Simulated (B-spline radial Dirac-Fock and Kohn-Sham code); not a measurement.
P⁴⁺ 3s: cross section and angular parameters

System: phosphorus as P⁴⁺, configuration [Ne] 3s1; threshold 65.45 eV (orbital energy of the model). The computed values come from a radial B-spline solver: Dirac-Hartree-Slater photoionisation with a Latter tail; cross sections with all multipoles, angular parameters from the dipole term and its interference with E2.

For linearly polarised light dσ/dΩ = σ/(4π) [1 + β P₂(cos θ) + (δ + γ cos²θ) sin θ cos φ], with θ from the polarisation vector and φ the angle between the beam and the projection of the electron momentum on the plane normal to the polarisation.

| hν (eV) | σ (kb) | β | γ |
| --- | --- | --- | --- |
| 79.4 | 211 | 2.000 | 0.154 |
| 80 | 209 | 2.000 | 0.153 |
| 98.1 | 156 | 2.000 | 0.113 |
| 100 | 152 | 2.000 | 0.110 |
| 114 | 124 | 2.000 | 0.084 |
| 139 | 90.3 | 2.000 | 0.046 |
| 152 | 78.4 | 2.000 | 0.031 |
| 158 | 73.7 | 2.000 | 0.025 |
| 171 | 64.9 | 2.000 | 0.013 |
| 249 | 33.6 | 2.000 | -0.025 |
| 300 | 24.1 | 2.000 | -0.031 |
| 338 | 19.6 | 2.000 | -0.031 |
| 600 | 6.96 | 2.000 | 0.036 |
| 667 | 5.67 | 2.000 | 0.061 |
| 772 | 4.24 | 2.000 | 0.103 |
| 832 | 3.64 | 2.000 | 0.128 |
| 1200 | 1.68 | 2.000 | 0.278 |
| 1240 | 1.57 | 2.000 | 0.293 |
| 1253.6 | 1.53 | 2.000 | 0.299 |
| 1290 | 1.44 | 2.000 | 0.313 |
| 1680 | 0.792 | 2.000 | 0.454 |
| 1810 | 0.667 | 2.000 | 0.498 |
| 2984.4 | 0.202 | 2.000 | 0.832 |
| 3070 | 0.189 | 2.000 | 0.853 |
| 9251.7 | 0.0101 | 2.000 | 1.965 |
| 9770 | ? | ? | ? |
| 10500 | 0.00705 | 2.000 | 2.125 |

Question: Give the values at 9770 eV.

Answer: σ = 0.00864 kb, β = 2.000, γ = 2.033. For an s subshell δ is negligible.
